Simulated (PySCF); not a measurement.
## Bond length, frequency and bond energy of SrTl by level of theory

State: ²Π (doublet), unpaired electrons π ↑. Set-up: basis Sr def2-SVP with ECP28, Tl def2-SVP with ECP60; scalar-relativistic core potentials; PySCF 2.14. De refers to Sr + Tl in their high-spin ground configurations, without counterpoise correction. The functionals are run spin-unrestricted. A positive dipole means Sr(−)Tl(+). Levels whose curve was spin-contaminated or gave no clean fit are not listed.

```csv
Level,Re (Å),ωe (cm⁻¹),De (eV),μ (D)
ROHF-MP2,3.507,74.4,0.365,n/a
ROHF-SCS-MP2,3.571,65.8,0.274,n/a
ROHF-CCSD,3.558,69.2,0.306,n/a
ROHF-CCSD(T),3.516,75.5,0.375,n/a
PBE,3.454,83.8,0.66,-2.12
BLYP,3.511,77.2,0.490,-2.10
CAM-B3LYP,3.506,72.2,0.330,-2.42
```

**Question.** Which functional lies closest to ROHF-CCSD(T) in De, which farthest, and by how much do they differ from it?

**Answer.** Closest is CAM-B3LYP (-1.0 pm in Re, -4.4 % in ωe, -0.04 eV in De against ROHF-CCSD(T) in the same basis), farthest PBE (-6.2 pm in Re, +11.0 % in ωe, +0.29 eV in De). CCSD(T) converges more slowly with the basis than the functionals do and binds too weakly in this one, so the order can change at the basis-set limit.

**Question.** What does the triples do here, going from ROHF-CCSD to ROHF-CCSD(T)?

**Answer.** ROHF-CCSD(T) less ROHF-CCSD: -4.2 pm in Re, +9.1 % in ωe, +0.07 eV in De. Correlation nearly always deepens the well. The bond shortens, as in weak, metallic or heavy-atom bonds, where dispersion and the correlation of outer-core electrons pull the atoms together.

Correlated steps freeze 4 core orbitals. The bond is weak. Basis-set superposition, not corrected here, can be much of De in a small basis, most of all at correlated wavefunction levels. Functionals without a dispersion term scatter widely for such bonds, and LDA overbinds them. These are scalar-relativistic numbers at best; spin–orbit coupling would shift them, the dissociation energy most. The state is the lowest determinant that a PBE0 search found; another state may lie lower at other levels.

The whole job (state search and all levels along the bond) took about 3.9 min on 1 thread of Arm Neoverse V1 (shared host), peak memory 0.6 GiB.
